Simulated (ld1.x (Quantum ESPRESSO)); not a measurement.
## I: one change to a TM semilocal potential, before and after

```json
{
  "Element": "iodine (I)",
  "Generator": "ld1.x (Quantum ESPRESSO) 7.5",
  "Type": "norm-conserving Troullier–Martins (semilocal form)",
  "Functional": "LDA (PZ)",
  "Relativity": "scalar-relativistic",
  "Frozen core": "[Kr] 4d10",
  "Valence charge": "7",
  "Reference configuration": "5s1 5p6",
  "Partial waves": "5s (bound): rc 1.35 bohr; 5p (bound): rc 2.20 bohr",
  "Local potential": "the p channel",
  "Core correction": "Bessel-smoothed model core, default radius (core density twice the valence density)"
}
```

Change: wave 5s (bound): rc 1.35 bohr becomes 5s (bound): rc 1.14 bohr.

Cutoffs: the cutoffs (Ry, on a coarse ladder) from which the occupation-weighted sum of valence levels, in a spherical-Bessel basis at the reference potential, stays within 10 and 1 mRy of its value at 400 Ry; they do not see the model core or the augmentation charge, which bear on the density cutoff. Errors are all-electron minus pseudo energies relative to the spin-unpolarised reference configuration.

**Question.** How do hardness, ghosts and transferability respond?

**Answer.** The potential gets harder (45 Ry and 140 Ry → 180 Ry and 200 Ry); a bound ghost appears in s, which as a rule spoils a file; of the 9 tests that both files solve, the error grows in 5 and shrinks in 4 by more than 15 % and 0.3 meV (median size 15.0 → 16.6 meV); the range in which the s phases agree narrows (upper end 0.9 → -1.2). A smaller radius makes the pseudo-wave follow the all-electron one further in, where it bends more sharply, so more plane waves are needed. A semilocal file is local in each channel, so a ghost entry of none says nothing of the separable form that plane-wave codes build from it.

```csv
quantity,base,changed
"cutoff, loose",45 Ry,180 Ry
"cutoff, tight",140 Ry,200 Ry
loose cutoff by channel (10 mRy a level),"s 45 Ry, p 15 Ry","s 180 Ry, p 15 Ry"
bound ghosts,none,s
"error for 5s2 5p5, meV [ΔE -10.51 eV]",-15,-0.6
"error for 5s2 5p4, meV [ΔE 0.79 eV]",-20,-35
"error for 5s2 5p3, meV [ΔE 20.86 eV]",-24,-85
"error for 5s1 5p5, meV [ΔE 11.86 eV]",-2.4,-0.9
"error for 5s2 5p2, meV [ΔE 50.47 eV]",-36,-153
"error for 5s2 5p1, meV [ΔE 90.27 eV]",-73,-249
"error for 5s2 5p5.3, meV [ΔE -12.34 eV]",-13,+6.8
"error for 5s1 5p6 (spin-polarised), meV [ΔE -0.16 eV]",-1.9,+17
"error for 5s2 5p5 (spin-polarised), meV [ΔE -10.63 eV]",-14,+1.6
s: phases at 2.40 bohr within 0.05 rad from the reference energy up to (Ry; the scan ends near 5),0.9,-1.2
p: phases at 2.40 bohr within 0.05 rad from the reference energy up to (Ry; the scan ends near 5),3.5,3.5
```

 A true bound ghost makes a file unfit for plane-wave use even where its test errors are small: the radial tests pick states by their node count and pass the ghost by.
